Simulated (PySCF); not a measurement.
Correlation energy of Sn⁺ (tin, charge +1)

[Kr] 4d10 5s2 5p1, 2P determinant. Computed with PySCF 2.14 in def2-SVP with the def2 core potential (28 electrons) (4s4p2d, 26 functions), with a scalar-relativistic core potential. Frozen: 4s2 4p6 4d10; 3 electrons correlated.

MP2 pair energies summed by pair of shells (mhartree):

```
 pair  energy  share (%)
5s-5s  -15.80       59.1
5s-5p  -10.93       40.9
```

Total MP2 correlation energy: -26.73 mhartree.

Same-spin part -1.83 and opposite-spin part -24.90 mhartree; SCS-MP2 scales them by 1/3 and 6/5 to -30.49 mhartree.

```tsv
level	correlation energy (mhartree)
CCSD	-39.84
(T)	-0.37
CCSD(T)	-40.21
```

Diagnostics: T1 = 0.0088, D1 = 0.0215, largest double amplitude 0.096.

Cost of the coupled-cluster step: 0.09 s of wall time on 1 thread of Neoverse-V1 (shared host), for 3 correlated electrons.
